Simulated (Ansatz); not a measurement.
A made-up structure of CH₄SiTe, closed shell:

```xyz
7
angstrom
C -1.3710 0.5906 -0.3247
Si 1.1862 -2.0408 -0.0025
Te 0.1994 0.2059 0.1942
H -2.0230 -0.1122 -0.8281
H -1.7749 1.5829 -0.1565
H 1.2125 1.3231 0.9567
H 2.4807 -1.5006 0.2189
```

It is relaxed with PBE-D4/def2-SVP and then PBE0-D4/def2-TZVP (Ansatz 0.2.0). Atoms count as bonded within 1.22 times the sum of their covalent radii (H–H: 0.88 Å). The end point is not checked to be a true minimum.

Question: Does its bonding change? (A judgement: the text doesn't fix the answer.)

Answer: Computed: Yes. Formed: C1–Si2; broken: none.

Where it ends: The first stage lowers the energy by 5.16 eV in 25 steps. It ends as CH₄SiTe ([CH2]1[SiH][TeH]1):
C1  (-0.833, -0.021, -0.262)
Si2  (0.099, -1.582, 0.312)
Te3  (0.319, 0.873, 1.363)
H4  (-0.613, 0.529, -1.175)
H5  (-1.878, 0.087, 0.025)
H6  (1.492, 1.451, 0.342)
H7  (1.324, -1.289, -0.547)
(Å)

Labels in which every atom is bracketed show which atoms are joined, not bond orders.

For scale, one of the runs: PBE0-D4/def2-TZVP relaxation, 142 basis functions, launched by `ansatz run in.yaml --threads 2 --pin off --events-out ev --progress --plain --max-ram 4352MiB`. Hardware: 2 CPU threads of an INTEL XEON PLATINUM 8581C, shared host. Wall time about 13 s.
